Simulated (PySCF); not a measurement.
Ga(CH₃)₂Cl, optimised at PBE/def2-SVP:

```xyz
10

C     -1.7799    -0.4664     0.0116
Ga    -0.0575     0.4899    -0.0022
C      1.8106    -0.1347    -0.0397
Cl    -0.2589     2.6768     0.0301
H     -2.3496    -0.1855     0.9205
H     -1.6492    -1.5656    -0.0093
H     -2.3817    -0.1548    -0.8660
H      2.3149     0.2671    -0.9419
H      2.3495     0.2607     0.8449
H      1.8831    -1.2396    -0.0456
```

Energies from PySCF, thermal terms from the rigid-rotor harmonic-oscillator model, ideal gas at 1 bar. 6-31G* has spherical d functions here. All species are closed-shell singlets. B3LYP is the form with VWN-RPA correlation. Ga: all electrons, no relativistic terms. Ga(CH₃)₂Cl: computed as isolated molecules; such fragments, hydroxides, amides, oligomers or adducts are transient or little studied in the gas.

**Question.** List the harmonic frequencies (cm⁻¹, unscaled, methyl torsions left out) at this level and at the other levels, each on its own geometry.

**Answer.** 
- PBE/def2-SVP: 141, 142, 146, 382, 526, 589, 612, 692, 715, 750, 1166, 1167, 1371, 1374, 1378, 1379, 2980, 2981, 3081, 3082, 3096, 3096
- B3LYP/6-31G*: 142, 144, 147, 367, 528, 597, 670, 743, 774, 804, 1268, 1272, 1486, 1486, 1491, 1493, 3057, 3058, 3137, 3138, 3149, 3150
- HF/6-31G*: 152, 158, 160, 386, 565, 628, 711, 789, 818, 856, 1397, 1403, 1599, 1602, 1606, 1606, 3196, 3198, 3268, 3269, 3281, 3282
- PBE0/def2-TZVP: 142, 142, 151, 389, 549, 614, 640, 720, 742, 779, 1226, 1228, 1441, 1443, 1448, 1449, 3056, 3057, 3140, 3140, 3156, 3156
